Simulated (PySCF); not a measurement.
TiH4, SMILES [TiH4], multiplicity 1. Geometry: PBE-D3(BJ)/def2-TZVPD. The multiplicity is an assumed one; other spin states were not compared.

Computed equilibrium geometry at PBE-D3(BJ)/def2-TZVPD (PySCF confirms it by a frequency run) as a Z-matrix, and its point group:
point group Td.
```
Ti
H 1 1.7100
H 1 1.7100 2 109.47
H 1 1.7100 2 109.47 3 120.00
H 1 1.7100 2 109.47 3 -120.00
```
Charge 0, spin multiplicity 1.
